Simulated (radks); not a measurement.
Sb+, 50 electrons, occupied as [Kr] 4d9 5s2 5p3 (not the ground configuration).

Calculated with a radial shooting solver on a logarithmic mesh with Libxc functionals: Dirac Kohn-Sham, revPBE, spin-unpolarised, spherical densities, finite nucleus; open shells are shared between the two j in proportion to 2j + 1; Fermi nuclear charge, rms radius 4.6802 fm.

Energy parts (eV):
part                       energy
total                 -176385.777
kinetic                186125.108
electron-nucleus      -427531.147
Hartree                 69650.728
exchange-correlation    -4630.466

Orbitals (lengths in bohr, moments of r in powers of bohr; r(max) is where P^2 peaks):
orbital  occ.  eigenvalue (eV)   r(max)  small-component weight
1s1/2       2        -30301.33  0.01834                3.52e-02
2s1/2       2        -4624.619   0.1038                7.47e-03
2p1/2       2        -4327.325  0.07984                7.49e-03
2p3/2       4        -4075.546  0.08445                7.14e-03
3s1/2       2        -920.5471   0.3001                2.18e-03
3p1/2       2        -799.0926   0.2865                2.12e-03
3p3/2       4        -752.6081   0.2969                2.02e-03
3d3/2       4        -538.3666   0.2425                1.91e-03
3d5/2       6        -528.7035   0.2455                1.88e-03
4s1/2       2        -164.7252   0.7218                6.04e-04
4p1/2       2        -123.4478   0.7442                5.45e-04
4p3/2       4        -114.7295   0.7682                5.16e-04
4d3/2     3.6         -49.0658   0.8343                3.79e-04
4d5/2     5.4         -47.7602   0.8430                3.71e-04
5s1/2       2         -22.8193    1.824                1.01e-04
5p1/2       1         -14.0486    2.102                7.15e-05
5p3/2       2         -13.1871    2.180                6.65e-05
6s1/2       0          -4.9296    4.960                1.71e-05

The highest occupied level is 5p3/2 at -13.187 eV. Summed over all electrons, <r^2> = 50.69 bohr^2, which gives a Langevin (diamagnetic) susceptibility term of -40.1 x 10^-6 cm^3/mol.
